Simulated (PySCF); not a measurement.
Isomers of CH6Si2. Isolated molecules, 0 K electronic values unless said otherwise. Strings in code marks are SMILES.

All values below come from PBE-D3(BJ)/def2-TZVP // PBE0-D3(BJ)/def2-TZVP run with PySCF. All candidates: neutral, multiplicity 1. 

The HOMO is -5.93 eV. The HOMO–LUMO gap comes out as 3.47 eV and the dipole moment is 1.59 D.

### Question
Which member has these values?
(A) `C[SiH]=[SiH2]`
(B) `C1[SiH2][SiH2]1`
(C) `[SiH2]=C[SiH3]`
(D) `C=[SiH][SiH3]`

### Answer
C, `[SiH2]=C[SiH3]`. The others give `C=[SiH][SiH3]`: -5.68 eV, 3.34 eV, 0.58 D; `C[SiH]=[SiH2]`: -4.93 eV, 2.63 eV, 1.41 D; `C1[SiH2][SiH2]1`: -5.72 eV, 4.77 eV, 0.52 D
